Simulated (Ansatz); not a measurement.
Gas-phase electronic energies from Ansatz, PBE0-D4/def2-TZVP geometries. CCSD(T)/CBS adds triple-zeta CCSD(T) − MP2 to the extrapolated MP2 energy (def2 sets, frozen cores). Functionals use def2-TZVPP. B3LYP here is the variant with VWN-RPA as its local correlation; programs differ in this. For Br, Ge outer-core shells are correlated without core-valence functions, which leaves a few kJ/mol of doubt a bond. Scalar relativity is left out up to krypton. One conformer a species, not always the lowest.

Reaction (cleavage of the B–Si bond): `OB(F)[SiH2]Br` + `[NH2][GeH3]` → `OB(F)[NH][GeH3]` + `[SiH3]Br`

Task: Is it downhill or uphill in electronic energy at CCSD(T)/CBS, and by how much? (An estimate is asked.)

Result: Computed: Downhill: ΔE = -127.7 kJ/mol.

Task: What do these levels give: PBE0-D4, B3LYP-D4, ωB97M-V, MP2/def2-TZVPP, SCS-MP2/def2-TZVPP, CCSD/def2-TZVPP, HF/def2-QZVPP, MP2/def2-QZVPP, SCS-MP2/def2-QZVPP, HF/CBS(def2), MP2/CBS(def2), CCSD/CBS(def2)? (Best estimate.)

Result: Ansatz gave: PBE0-D4 -119.6, B3LYP-D4 -126.4, ωB97M-V -129.6, MP2/def2-TZVPP -134.3, SCS-MP2/def2-TZVPP -135.9, CCSD/def2-TZVPP -134.1, HF/def2-QZVPP -152.2, MP2/def2-QZVPP -133.0, SCS-MP2/def2-QZVPP -134.7, HF/CBS(def2) -152.2, MP2/CBS(def2) -131.8, CCSD/CBS(def2) -131.6 kJ/mol.

Largest T1 diagnostic among the species: 0.012.

In def2-TZVPP, CCSD(T) changes the Hartree–Fock value by +21.7 kJ/mol (the triples alone add +3.9 kJ/mol) and MP2 by +17.6 kJ/mol. From PBE to PBE0 (25 % exact exchange), in def2-TZVPP and without D4, ΔE moves by −10.5 kJ/mol.
